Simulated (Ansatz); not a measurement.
Ansatz (a first-principles code) input (RI-MP2/def2-QZVPPD):
A basis named .json is the Basis Set Exchange file of that set.

Ansatz 0.2 input:
```yaml
crystal:
  periodic: [false, false, false]
  atoms:
    - {symbol: V, position_ang: [0.25953695, -0.26135727, 0.26764394]}
    - {symbol: O, position_ang: [1.81796165, -0.58387375, -0.11201832]}
    - {symbol: O, position_ang: [-0.32948426, -0.91504337, 1.64699027]}
    - {symbol: Cl, position_ang: [-1.05159818, 1.05897377, -1.08444624]}
basis:
  gaussian:
    orbitals: def2-QZVPPD.json
    fitting: {mean_field: def2-universal-jkfit, correlation: def2-QZVPPD-RIFIT.json}
total_charge: -1
magnetization: {spin_polarized: true, initial_magnetization: 1}
correlation: {method: mp2, electrons: outside_noble_gas}
```

Output:

```
Functional definition: HF
integrals: 0.51 GiB planned
546 factors; integrals over basis functions are off by at most 1.5e0 eV
mean field: 1.12 GiB planned
mean field evaluation 1: about -42221.1988 eV, gradient 6.5e1 eV
mean field evaluation 2: about -42005.5746 eV, gradient 3.2e2 eV
mean field evaluation 4: about -42239.9002 eV, gradient 1.1e1 eV
mean field evaluation 8: about -42240.9030 eV, gradient 8.2e-1 eV
mean field evaluation 16: about -42240.6839 eV, gradient 8.1e0 eV
mean field evaluation 32: about -42240.8054 eV, gradient 1.2e0 eV
mean field evaluation 64: about -42239.6794 eV, gradient 2.3e-3 eV
mean field evaluation 96: about -42240.1121 eV, gradient 1.3e0 eV
mean field evaluation 128: about -42240.7896 eV, gradient 1.4e0 eV
mean field -42241.02623093 eV, -1552.3290819907 hartree, gradient 2.1e-6 eV, S^2 1.444626; 19 other end points of the search recorded, 0 dependent functions left out
16 core orbitals not correlated
806 factors; their error is unknown
reference -42241.02623093 eV, -1552.3290819907 hartree; 13, 12 occupied and 275, 276 virtual orbitals, 806 factors
second order -24.79152048 eV of doubles, -0.00000000 eV of singles
Total energy: -42265.81775141 eV, -1553.2401535641 hartree
```

The spin state was set by rule; other spins were not relaxed.

The determinant is spin-contaminated: <S^2> is 1.44 against 0.75 for a pure state.
